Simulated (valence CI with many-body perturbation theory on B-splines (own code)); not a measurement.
# Re60+: magnetic and hyperfine properties of the levels

Calculated by valence CI with perturbative core correlation (CI+MBPT): five valence electrons over a frozen Dirac-Fock core [Ne], a basis of 11 s, 11 p, 10 d, 8 f, 5 g, 2 h functions for each j, with the one-electron correlation potential Σ1 (screened to all orders), the two-electron term Σ2, the three-electron term Σ3, Breit, model QED; selected single and double excitations, second order for the rest, scaled by the run's own slope (own B-spline code, finite nucleus).

No measured spectrum was set against this ion. As an estimate, large intervals hold to a few tenths of a per cent, small ones and those within an open d or f shell to about a per cent. Among the levels kept, up to 3100 cm⁻¹ of a level comes from second order outside the variational space, and about a tenth of that is noise between levels of different J, which matters for small intervals.

A/g_I is the dipole constant over the nuclear g factor μ/I (μ in nuclear magnetons, uniformly magnetised nucleus), B/Q the quadrupole constant per barn. Both hold the static response of the core; the bare values leave it out. Large factors of s and p1/2 electrons are usually good to 5 to 10 %; those of open d and f shells near neutrality can be off by tens of per cent, and small factors of p3/2, d and f electrons come from cancelling terms and can be off by a factor of two or in sign, in half-filled shells by more. B is blank for J = 1/2, where it vanishes, and for nearly pure S terms. Energies count from the lowest level.

Levels are named by their leading jj configuration (3d3/2^4 stands for four electrons in 3d with j = 3/2), which in mixed levels can hold well under half, so a name can repeat and another be missing. Letters in brackets count levels of one name in rising energy.

| Level | E (eV) | g | A/g_I (MHz) | A/g_I bare | B/Q (MHz/b) | B/Q bare |
| --- | --- | --- | --- | --- | --- | --- |
| (3s^2 3p1/2^2 3p3/2) J=3/2 | 0.00 | 1.340 | 218000 | 218000 | 429000 | 424000 |
| (3s^2 3p1/2^2 3d3/2) J=3/2 | 233.66 | 0.777 | 118000 | 121000 | 72200 | 74500 |
| (3s^2 3p1/2^2 3d5/2) J=5/2 | 333.64 | 1.194 | 50700 | 53700 | 62900 | 65500 |
| (3s^2 3p1/2 3p3/2^2) J=3/2 | 364.75 | 1.452 | -129000 | -123000 | 30600 | 30200 |
| (3s^2 3p1/2 3p3/2^2) J=5/2 | 376.72 | 1.186 | 577000 | 569000 | -834 | -815 |
| (3s^2 3p1/2 3p3/2^2) J=1/2 | 392.37 | 0.647 | 1990000 | 1950000 |  |  |
| (3s 3p1/2^2 3p3/2^2) J=5/2 | 542.98 | 1.455 | 1300000 | 1270000 | 84500 | 83300 |
| (3s 3p1/2^2 3p3/2^2) J=3/2 | 573.07 | 1.145 | -691000 | -672000 | -41400 | -40700 |
| (3s 3p1/2^2 3p3/2^2) J=1/2 | 575.22 | 2.036 | 5280000 | 5170000 |  |  |
| (3s^2 3p1/2 3p3/2 3d3/2) J=5/2 [a] | 595.74 | 0.956 | 431000 | 427000 | -43000 | -40900 |
| (3s^2 3p1/2 3p3/2 3d3/2) J=1/2 [a] | 599.13 | 0.215 | 733000 | 725000 |  |  |
| (3s^2 3p1/2 3p3/2 3d3/2) J=3/2 [a] | 599.43 | 0.902 | 431000 | 427000 | -262000 | -259000 |
| (3s^2 3p1/2 3p3/2 3d3/2) J=7/2 | 608.25 | 1.019 | 428000 | 424000 | 476000 | 473000 |
| (3s^2 3p1/2 3p3/2 3d3/2) J=5/2 [b] | 638.54 | 1.154 | 56300 | 59900 | 450000 | 445000 |
| (3s^2 3p1/2 3p3/2 3d3/2) J=1/2 [b] | 649.08 | 1.661 | 1400000 | 1370000 |  |  |
| (3s^2 3p1/2 3p3/2 3d3/2) J=3/2 [b] | 649.90 | 1.215 | -88600 | -81800 | 20300 | 18800 |
| (3s^2 3p1/2 3p3/2 3d5/2) J=7/2 [a] | 682.54 | 1.301 | -94900 | -89200 | 478000 | 475000 |
| (3s^2 3p1/2 3p3/2 3d5/2) J=3/2 [a] | 695.40 | 1.330 | -310000 | -299000 | -163000 | -160000 |
| (3s^2 3p1/2 3p3/2 3d5/2) J=9/2 | 695.67 | 1.180 | 320000 | 317000 | 483000 | 480000 |
| (3s^2 3p1/2 3p3/2 3d5/2) J=5/2 [a] | 698.95 | 1.115 | 412000 | 408000 | -315000 | -309000 |
| (3s^2 3p1/2 3p3/2 3d5/2) J=5/2 [b] | 719.28 | 1.276 | -84800 | -79500 | 20500 | 21700 |
| (3s^2 3p1/2 3p3/2 3d5/2) J=7/2 [b] | 720.72 | 1.123 | 368000 | 364000 | -6120 | -3780 |
| (3s^2 3p1/2 3p3/2 3d5/2) J=3/2 [b] | 729.54 | 0.931 | 595000 | 587000 | 44600 | 44800 |
| (3s^2 3p1/2 3p3/2 3d5/2) J=1/2 | 733.44 | 1.224 | -605000 | -589000 |  |  |
| (3s^2 3p3/2^3) J=3/2 | 758.95 | 1.304 | 232000 | 231000 | -457000 | -451000 |
| (3s 3p1/2^2 3p3/2 3d3/2) J=5/2 [a] | 772.34 | 1.255 | 1020000 | 1010000 | 133000 | 131000 |
| (3s 3p1/2^2 3p3/2 3d3/2) J=3/2 [a] | 774.52 | 1.248 | 534000 | 529000 | 6570 | 4840 |
| (3s 3p1/2^2 3p3/2 3d3/2) J=1/2 [a] | 776.82 | 2.360 | 3090000 | 3040000 |  |  |
| (3s 3p1/2^2 3p3/2 3d3/2) J=7/2 | 783.23 | 1.241 | 971000 | 957000 | 460000 | 457000 |
| (3s 3p1/2^2 3p3/2 3d3/2) J=3/2 [b] | 801.89 | 1.005 | 525000 | 519000 | -226000 | -223000 |
| (3s 3p1/2^2 3p3/2 3d3/2) J=5/2 [b] | 812.89 | 0.871 | -229000 | -219000 | 248000 | 247000 |
| (3s 3p1/2^2 3p3/2 3d3/2) J=1/2 [b] | 817.50 | 0.554 | 1010000 | 996000 |  |  |
| (3s^2 3p1/2 3d3/2^2) J=5/2 | 843.94 | 0.786 | 335000 | 333000 | 100000 | 99800 |
| (3s 3p1/2^2 3p3/2 3d5/2) J=9/2 | 859.53 | 1.343 | 760000 | 750000 | 477000 | 475000 |
| (3s 3p1/2^2 3p3/2 3d5/2) J=5/2 [a] | 876.69 | 1.372 | 1120000 | 1100000 | -234000 | -230000 |
| (3s 3p1/2^2 3p3/2 3d5/2) J=7/2 [a] | 884.26 | 1.261 | 519000 | 514000 | 232000 | 231000 |
| (3s 3p1/2^2 3p3/2 3d5/2) J=3/2 [a] | 885.04 | 1.048 | -500000 | -485000 | -172000 | -170000 |
| (3s^2 3p1/2 3d3/2^2) J=1/2 | 886.92 | 0.633 | 1970000 | 1940000 |  |  |
| (3s^2 3p1/2 3d3/2^2) J=3/2 | 892.80 | 0.861 | -384000 | -372000 | -88400 | -87000 |
| (3s 3p1/2^2 3p3/2 3d5/2) J=7/2 [b] | 901.59 | 1.176 | -118000 | -110000 | 250000 | 250000 |

Q: Take the isotope of mass number 187, with I = 5/2, μ = 3.209 μN and Q = 1.94 b. What is the hyperfine structure of (3s^2 3p1/2^2 3d5/2) J=5/2?

A: From the table A = 65100 MHz, B = 122000 MHz. Shifts from the centre of gravity in MHz: F = 0: -484000, F = 1: -448000, F = 2: -366000, F = 3: -214000, F = 4: 38700, F = 5: 437000.
